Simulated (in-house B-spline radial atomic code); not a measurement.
Radial electron density of Sm II (Sm+), [Xe] 4f6 6s1. Method: scalar-relativistic (X2C) CAM-B3LYP, spin-polarised, spherical fractional occupations, exact exchange averaged over the configuration, Fermi nucleus of rms radius 5.0819 fm. Calculated with a radial B-spline atomic code at the basis-set limit.

One-electron X2C: radii and densities carry no picture-change correction, so inner-shell <1/r> comes out high (for 1s by about 2 % at Z = 33, 5 % at 54, 10 % at 75, 30 % at 118) and <r> low.

Columns: r (bohr), 4πr²n(r) (electrons per bohr), bar.

```
0.000637    2.849 #
0.000798    3.994 ##
   0.001    5.576 ##
 0.00126    7.803 ###
 0.00158    10.77 ####
 0.00198    14.71 ######
 0.00248    19.85 ########
 0.00311    26.45 ###########
  0.0039     34.6 ##############
 0.00489    44.22 ##################
 0.00614    54.99 ######################
  0.0077    65.86 ###########################
 0.00965    75.42 ###############################
  0.0121    81.92 #################################
  0.0152    83.77 ##################################
  0.0191    80.68 #################################
  0.0239    75.11 ##############################
    0.03    71.92 #############################
  0.0376    76.56 ###############################
  0.0472       90 #####################################
  0.0592    104.7 ###########################################
  0.0742    108.4 ############################################
  0.0931    96.64 #######################################
   0.117    82.46 #################################
   0.146    83.46 ##################################
   0.184    94.46 ######################################
    0.23    88.55 ####################################
   0.289    60.14 ########################
   0.362    39.22 ################
   0.455    41.41 #################
    0.57    44.98 ##################
   0.715    33.99 ##############
   0.897    19.71 ########
    1.13    12.44 #####
    1.41    9.357 ####
    1.77    5.992 ##
    2.22    2.869 #
    2.79     1.14 
    3.49   0.5326 
    4.38   0.2833 
     5.5   0.1161 
    6.89  0.02903 
    8.65 0.003718 
    10.8 0.0002287 
    13.6 4.61e-06
```

On this grid the curve has 4 maxima, near 0.0152, 0.0742, 0.184, 0.57 bohr.

The 6s up radial function P(r) = rR(r), positive near the nucleus:

```json
{"r (bohr)": "0.000323", "P": "0.007201"}
{"r (bohr)": "0.000508", "P": "0.01019"}
{"r (bohr)": "0.000798", "P": "0.0143"}
{"r (bohr)": "0.00126", "P": "0.01994"}
{"r (bohr)": "0.00198", "P": "0.02727"}
{"r (bohr)": "0.00311", "P": "0.03626"}
{"r (bohr)": "0.00489", "P": "0.04605"}
{"r (bohr)": "0.0077", "P": "0.05383"}
{"r (bohr)": "0.0121", "P": "0.05343"}
{"r (bohr)": "0.0191", "P": "0.03494"}
{"r (bohr)": "0.03", "P": "-0.008936"}
{"r (bohr)": "0.0472", "P": "-0.06522"}
{"r (bohr)": "0.0742", "P": "-0.07643"}
{"r (bohr)": "0.117", "P": "0.01821"}
{"r (bohr)": "0.184", "P": "0.119"}
{"r (bohr)": "0.289", "P": "-0.003436"}
{"r (bohr)": "0.455", "P": "-0.1745"}
{"r (bohr)": "0.715", "P": "0.05319"}
{"r (bohr)": "1.13", "P": "0.2829"}
{"r (bohr)": "1.77", "P": "-0.05203"}
{"r (bohr)": "2.79", "P": "-0.5251"}
{"r (bohr)": "4.38", "P": "-0.5074"}
{"r (bohr)": "6.89", "P": "-0.1699"}
{"r (bohr)": "10.8", "P": "-0.01512"}
```
